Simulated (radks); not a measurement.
Polarisability of neutral carbon, [He] 2s2 2p2, at imaginary frequency. All-electron calculation, scalar-relativistic Kohn-Sham, LB94 model potential, spin-polarised, spherical densities, finite nucleus; open shells are filled with parallel spins first; Fermi nuclear charge, rms radius 2.4702 fm. Program: a radial shooting solver on a logarithmic mesh with Libxc functionals. Response by self-consistent Sternheimer equations with the Hartree and adiabatic LDA kernel, the relativistic mass of each level held fixed and spin-orbit coupling left out.

| w (hartree) | alpha1(iw) (bohr^3) |
|---|---|
| 0.00266 | 11.91 |
| 0.0143 | 11.89 |
| 0.0360 | 11.80 |
| 0.0697 | 11.53 |
| 0.118 | 10.89 |
| 0.186 | 9.745 |
| 0.280 | 8.080 |
| 0.413 | 6.116 |
| 0.605 | 4.196 |
| 0.892 | 2.597 |
| 1.35 | 1.436 |
| 2.12 | 0.6927 |
| 3.59 | 0.2781 |
| 6.94 | 0.08529 |
| 17.5 | 0.01612 |

Static values: alpha1 = 11.91 bohr^3 (1.765 angstrom^3; uncoupled 16.48). C6 = 46.15, triple-dipole C9 = 395.1 atomic units. One-pole (London) frequency 4 C6 / (3 alpha1^2) = 0.434 hartree, against 0.400 for minus the highest occupied eigenvalue. Recommended static value: 11.3 bohr^3 (Schwerdtfeger and Nagle, 2023 table).
